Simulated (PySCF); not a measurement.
PySCF 2.14 output of an unrestricted PBE calculation on a single atom or ion in aug-cc-pVTZ with one added diffuse shell each of s, p, d, f, g type (9s8p6d4f3g, 118 functions), with the non-relativistic Hamiltonian (point nucleus):

```
SCF conv_tol = 1e-09
number electrons alpha = 15  beta = 12
    J. P. Perdew, K. Burke, and M. Ernzerhof.,  Phys. Rev. Lett. 77, 3865 (1996)
    J. P. Perdew, K. Burke, and M. Ernzerhof.,  Phys. Rev. Lett. 78, 1396 (1997)
    J. P. Perdew, K. Burke, and M. Ernzerhof.,  Phys. Rev. Lett. 77, 3865 (1996)
    J. P. Perdew, K. Burke, and M. Ernzerhof.,  Phys. Rev. Lett. 78, 1396 (1997)
cycle= 1 E= -1507.51937067453  delta_E= -0.0152  |g|= 0.184  |ddm|= 0.91
cycle= 2 E= -1507.50538207887  delta_E= 0.014  |g|= 0.371  |ddm|= 0.801
cycle= 3 E= -1507.5252875681  delta_E= -0.0199  |g|= 0.0192  |ddm|= 0.24
cycle= 4 E= -1507.52536003515  delta_E= -7.25e-05  |g|= 0.000944  |ddm|= 0.0161
cycle= 5 E= -1507.52536019684  delta_E= -1.62e-07  |g|= 2.81e-05  |ddm|= 0.00792
cycle= 6 E= -1507.52536019714  delta_E= -2.91e-10  |g|= 6.14e-06  |ddm|= 0.000456
converged SCF energy = -1507.52536019714  <S^2> = 3.7504264  2S+1 = 4.0002132
```

The run itself started from symmetry-adapted Hartree-Fock orbitals and held the occupation by maximum overlap, on a logarithmic radial grid, so the iterations belong to that start.

Question: Which element, charge and spin multiplicity is this?

Answer: Ni⁺ (nickel, charge +1), multiplicity 4; the state was [Ar] 3d8 4p1, one real determinant (an excited configuration).

⟨L²⟩ = 14.01 against 20 for a pure G term, so this real determinant mixes terms.
